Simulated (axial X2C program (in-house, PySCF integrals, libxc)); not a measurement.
**WSi: a run with one poor setting**

All values were computed with an axial X2C code built on PySCF integrals. Two-component (2c) means X2C with spin–orbit coupling and atomic mean-field two-electron Coulomb and Gaunt terms. Basis: W dyall-v3z [13s14p9d7f2g], Si dyall-v3z [8s7p2d1f] (cores contracted in-house); Gaussian nuclei, density fitting, unrestricted open shells. Masses: W 183.951 u, Si 27.977 u.

One setting of this run was spoiled on purpose, so its numbers are not properties of WSi. Level: HF, two-component; state Ω = 3 (⟨Sz⟩ = 1.99, ⟨Lz⟩ = 1.01 at HF).

```csv
R (Å),E − E(lowest point) (eV),SCF iterations
2.290,0.6816,55
2.363,0.4092,52
2.436,0.2164,25
2.521,0.0750,50
2.607,0.0000,48
```

Output at the reference distance:

```
two-component X2C + atomic mean field  HF
basis functions 213  fitting functions 648  grid points 5081
iter        total energy     max residual
   1     -16425.533148853     1.06e+00
   2     -16425.589813737     1.46e-02
   3     -16425.598556323     1.25e-01
   4     -16425.601713092     7.74e-02
   5     -16425.603189135     9.45e-03
   6     -16425.603515409     1.42e-02
   7     -16425.603596010     7.30e-03
   8     -16425.603633285     1.22e-03
   9     -16425.603645207     2.54e-03
  10     -16425.603650933     1.22e-03
  11     -16425.603653012     1.15e-04
  12     -16425.603653847     4.37e-04
  13     -16425.603654340     3.36e-04
  14     -16425.603654597     7.07e-05
  15     -16425.603654735     9.49e-05
  16     -16425.603654846     1.49e-04
  17     -16425.603654968     1.15e-04
  18     -16425.603655095     5.51e-05
  19     -16425.603655201     5.84e-05
  20     -16425.603655260     6.85e-05
  21     -16425.603655281     3.06e-05
  22     -16425.603655287     7.25e-06
  23     -16425.603655289     1.02e-05
  24     -16425.603655290     7.87e-06
  25     -16425.603655290     1.90e-06
converged
one-electron -22989.47868400  Coulomb 6694.67872973  exact exchange -341.81213334  xc functional 0.00000000  nuclear repulsion 225.05237706  atomic mean-field constant -14.04394473
```

**Question.** Which setting was spoiled?
A. density fitting set too sparse
B. too few iterations allowed
C. virtual space cut too low
D. integration grid too coarse
E. an excited determinant was followed

**Answer.** A. Density fitting set too sparse: ratio 4 between fitting exponents against the usual 2.
